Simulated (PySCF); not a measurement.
Species: C3H4BrNO.
Numbering: `[NH2:1]/[CH:2]=[CH:3]\[C:4](=[O:5])[Br:6]` (hydrogens: H7, H8 on N1; H9 on C2; H10 on C3)

Theory: CAM-B3LYP/6-31G* geometry optimisation, gas phase in PySCF 2.14.0.

Problem. Give the optimised bond lengths and angles.

Solution. 
```json
{"bond": "N1–C2", "length (Å)": "1.338"}
{"bond": "C2=C3", "length (Å)": "1.368"}
{"bond": "C3–C4", "length (Å)": "1.428"}
{"bond": "C4=O5", "length (Å)": "1.204"}
{"bond": "C4–Br6", "length (Å)": "1.991"}
{"bond": "N1–H7, N1–H8", "length (Å)": "1.010"}
{"bond": "C2–H9", "length (Å)": "1.087"}
{"bond": "C3–H10", "length (Å)": "1.079"}
```

Bonds in one row agree within 0.01 Å and their mean is given. A selection of angles:
```json
{"angle": "C2–N1–H7", "degrees": "118.4"}
{"angle": "C2–N1–H8", "degrees": "121.4"}
{"angle": "H7–N1–H8", "degrees": "120.3"}
{"angle": "N1–C2–C3", "degrees": "126.0"}
{"angle": "N1–C2–H9", "degrees": "115.2"}
{"angle": "C3–C2–H9", "degrees": "118.9"}
{"angle": "C2–C3–C4", "degrees": "119.5"}
{"angle": "C2–C3–H10", "degrees": "120.4"}
{"angle": "C4–C3–H10", "degrees": "120.2"}
{"angle": "C3–C4–O5", "degrees": "128.4"}
{"angle": "C3–C4–Br6", "degrees": "113.2"}
{"angle": "O5–C4–Br6", "degrees": "118.5"}
```

Dihedral angles: N1–C2–C3–C4 0° (synperiplanar); C2–C3–C4–O5 0° (synperiplanar).

The 6 heavy atoms lie in one plane (0.002 Å rms). N1 (enamine nitrogen) is planar (angles 121.4°, 120.3° and 118.4°, sum 360.0°, 0.00 Å off the plane of its three neighbours). Of the pairs four or more bonds apart, those above aside, C4···H7 is among the closest relative to their van der Waals radii: 2.53 Å, 87 % of the sum of Bondi's values. H7 on N1 lies 2.00 Å from O5, 5 bonds away (angle at H 126°; Bondi radii sum to 2.72 Å). The 2 C–C bonds span 1.368 Å (C2=C3, drawn double) to 1.428 Å (C3–C4, drawn single), a spread of 0.060 Å.

Point group: Cs (every atom within 0.08 Å of its image). CAM-B3LYP/6-31G* frequencies: not computed here. The numbers are those of one conformer.
